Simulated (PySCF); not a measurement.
Species: C₇H₁₆PSi (charge +1).
Atom-mapped SMILES: `[CH2:1]=[CH:2][P@@H+:3]1[CH2:4][CH2:5][C@@H:6]([CH3:7])[C@H:8]1[SiH3:9]`

Definitions: NICS(0) = −σiso at the ring centroid; NICS(1) = −σiso and NICS(1)zz = −σzz at ±1 Å along the ring normal z. Level: GIAO PBE0/pcSseg-1 (PySCF, non-relativistic, gas phase) on the GFN2-xTB geometry, one conformer.

Ring bond lengths (Å), with Mayer bond orders in brackets: P3–C4 1.824 (0.98), C4–C5 1.540 (0.99), C5–C6 1.535 (1.01), C6–C8 1.540 (0.95), C8–P3 1.805 (0.99).

What do the NICS probes read (ppm)?

```
          ring                                             type  NICS(0)  NICS(1), two faces  NICS(1)zz, two faces  rms pucker (Å)  centre to ring atoms, mean (Å)
P3–C4–C5–C6–C8  5-membered ring with P; formal bonds all single     -6.8         -5.5 / -4.1           -8.6 / -4.4            0.20                            1.37
```

What do they say, and how far can they be read as aromaticity?

- P3–C4–C5–C6–C8: mean NICS(1)zz -6.5 ppm, shielded. P3, C4, C5, C6, C8 have four or more neighbours; no verdict on aromaticity is drawn. The two faces differ by 4.2 ppm, so no symmetry operation interchanges them.

At the first NICS(1) probe listed for ring P3–C4–C5–C6–C8, 1 Å off the ring, what do the in-plane components average?

The isotropic value is a third of the trace: (3 × -5.5 − (-8.6))/2 = -4.0 ppm.

How shielded are the nuclei of the rings and their hydrogens (means over atoms taken as equivalent)?

| atoms | environment | σ isotropic (ppm) |
| --- | --- | --- |
| P3 | phosphonium phosphorus | 292.7 |
| C4 | sp3 carbon bound to phosphorus | 162.9 |
| C5 | ring CH2 carbon | 147.4 |
| C6 | sp3 CH carbon | 143.6 |
| C8 | sp3 carbon bound to silicon | 159.1 |
| H on P3 | P–H hydrogen | 25.88 |
| H on C4 | methylene hydrogen | 28.77 |
| H on C4 | methylene hydrogen | 29.09 |
| H on C5 | methylene hydrogen | 29.17 |
| H on C5 | methylene hydrogen | 29.48 |
| H on C6 | methine hydrogen | 28.69 |
| H on C8 | methine hydrogen | 29.96 |
